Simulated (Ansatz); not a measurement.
Gas-phase electronic energies from Ansatz, PBE0-D4/def2-TZVP geometries. CBS: MP2 limit from def2 TZ/QZ plus the TZ coupled-cluster correction, frozen cores. This one scheme is used for every species. DFT in def2-TZVPP. B3LYP here is the variant with VWN-RPA as its local correlation; programs differ in this. Each species was taken in one conformer, which may not be the lowest.

Consider the cleavage of the Si–Si bond: `F[SiH](Cl)[SiH2][SiH3]` + `OBO` → `OBO[SiH2][SiH3]` + `F[SiH2]Cl`.

`F[SiH](Cl)[SiH2][SiH3]`:

Z-matrix (Å, degrees):
```
Si
Cl 1 2.048
Si 1 2.337 2 110.6
F 1 1.598 2 107.8 3 -119.4
H 1 1.482 2 107.3 3 125.6
Si 3 2.340 1 110.0 2 -173.3
H 3 1.488 1 108.6 2 -51.5
H 3 1.489 1 107.3 2 66.4
H 6 1.486 3 109.6 1 62.9
H 6 1.487 3 110.5 1 -176.6
H 6 1.487 3 109.3 1 -56.6
```

`OBO`:

```xyz
6

O     0.475   -0.784    0.595
B    -0.130    0.321    0.073
O    -0.415    0.358   -1.249
H     0.636   -0.717    1.538
H    -0.421    1.268    0.746
H    -0.144   -0.446   -1.704
```

`OBO[SiH2][SiH3]`:

Cartesian coordinates in Å:
```
O 2.847 0.840 -1.011
B 1.676 0.482 -0.436
O 0.575 0.245 -1.201
Si -0.973 -0.199 -0.807
Si -1.282 -0.459 1.504
H 2.780 0.895 -1.970
H 1.648 0.384 0.759
H -1.889 0.847 -1.335
H -1.269 -1.473 -1.513
H -0.396 -1.521 2.049
H -1.018 0.813 2.228
H -2.699 -0.854 1.733
```

`F[SiH2]Cl`:

Cartesian coordinates in Å:
```
F 0.449 0.847 -1.272
Si -0.108 0.052 -0.014
Cl 1.381 -1.114 0.740
H -1.211 -0.817 -0.466
H -0.510 1.033 1.012
```

```
             level  ΔE (kJ/mol)  difference from CCSD(T)/CBS
            PBE-D4        -52.9                         26.6
         r2SCAN-D4        -71.9                          7.6
          B3LYP-D4        -77.3                          2.2
           ωB97X-V        -77.8                          1.7
           ωB97M-V        -81.6                         -2.1
            B2PLYP        -84.3                         -4.8
               PBE        -54.7                         24.8
              PBE0        -62.5                         17.0
             B3LYP        -80.3                         -0.8
     HF/def2-TZVPP       -105.2                        -25.7
SCS-MP2/def2-TZVPP        -91.8                        -12.3
CCSD(T)/def2-TZVPP        -81.0                         -1.5
     HF/def2-QZVPP       -107.4                        -27.9
    MP2/def2-QZVPP        -86.3                         -6.8
     MP2/CBS(def2)        -84.9                         -5.4
    CCSD/CBS(def2)        -83.0                         -3.5
       CCSD(T)/CBS        -79.5                            0
```

Largest T1 diagnostic among the species: 0.013.

The D4 term adds +3.0 kJ/mol with B3LYP and +1.8 kJ/mol with PBE0; it sums over pairs of atoms, weighted by their polarisabilities, and B3LYP, whose exchange is more repulsive, gets the larger term. In def2-TZVPP, CCSD(T) changes the Hartree–Fock value by +24.2 kJ/mol (the triples alone add +3.5 kJ/mol) and MP2 by +18.8 kJ/mol.
